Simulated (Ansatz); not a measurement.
A nudged elastic band was laid between two geometries of BFH2O + ClH (7 atoms, charge 0, multiplicity 1).

Method: Ansatz 0.2.0, RHF/cc-pVDZ.

```yaml
movable_images: 7
climbing_image: yes
spring: 5.0 eV/Å²
optimiser: quadratic models (default)
start_path: through a guess of the saddle point
force_threshold: 0.03 eV/Å
iteration_limit: 60
end_points: relaxed
```

Image 0:

```xyz
7
Properties=species:S:1:pos:R:3
B -0.111 -0.630 -0.061
O -0.451 0.181 0.958
H -1.152 -0.154 1.499
F 0.865 -0.219 -0.855
H -0.644 -1.678 -0.273
Cl 0.553 3.257 2.121
H 0.294 2.128 1.569
```

Image 8:

```xyz
7
Properties=species:S:1:pos:R:3
B -0.083 0.407 -0.066
O -0.286 -0.037 1.662
H -0.718 0.653 2.155
F 1.246 0.166 -0.173
H -0.846 -0.327 -0.608
Cl -0.538 2.182 -0.055
H 0.577 -0.159 2.044
```

(1) What changes between the two ends?

(2) Give the energies along the band, and the barrier.

(3) What is the geometry of the highest image?

Answers

(1) Bonds broken: Cl6–H7. Bonds formed: B1–Cl6, O2–H7. BFH2O + ClH becomes BClFH3O.

(2) The forces met the threshold. The highest image is number 5 of 0 to 8, 1.58 eV above the first end and 1.08 eV above the last; the last end lies 0.49 eV above the first. Neighbouring images differ by up to 1.2 eV, so the band resolves the path poorly. A vibrational analysis at the climbing image gives one clearly imaginary mode, 996i cm⁻¹: a first-order saddle point. The orbitals stay closed-shell, which can raise the energy where a bond breaks towards radicals; this wasn't checked here.

| image | path coordinate (Å) | energy (eV) | Cl6–H7 (Å) | B1–Cl6 (Å) | O2–H7 (Å) |
| --- | --- | --- | --- | --- | --- |
| 0 | 0.00 | 0.00 | 1.28 | 4.51 | 2.17 |
| 1 | 0.71 | 0.01 | 1.28 | 4.34 | 2.18 |
| 2 | 1.41 | 0.04 | 1.28 | 4.02 | 2.25 |
| 3 | 2.12 | 0.09 | 1.28 | 3.56 | 2.28 |
| 4 | 2.82 | 0.33 | 1.29 | 2.97 | 1.88 |
| 5 | 3.53 | 1.58 | 1.66 | 2.49 | 1.11 |
| 6 | 4.40 | 0.59 | 2.41 | 1.87 | 0.95 |
| 7 | 5.26 | 0.51 | 2.94 | 1.84 | 0.95 |
| 8 | 6.13 | 0.49 | 3.34 | 1.83 | 0.95 |

(3) 
```xyz
7
Properties=species:S:1:pos:R:3
B 0.030 -0.033 0.130
O -0.059 0.035 1.605
H -0.928 -0.179 1.931
F 1.240 -0.267 -0.302
H -0.954 -0.238 -0.493
Cl 0.002 2.425 0.516
H 0.021 1.141 1.572
```

Run time: 2.5 min on 1 thread of Arm Neoverse V1 (shared host), peak memory 0.15 GiB.
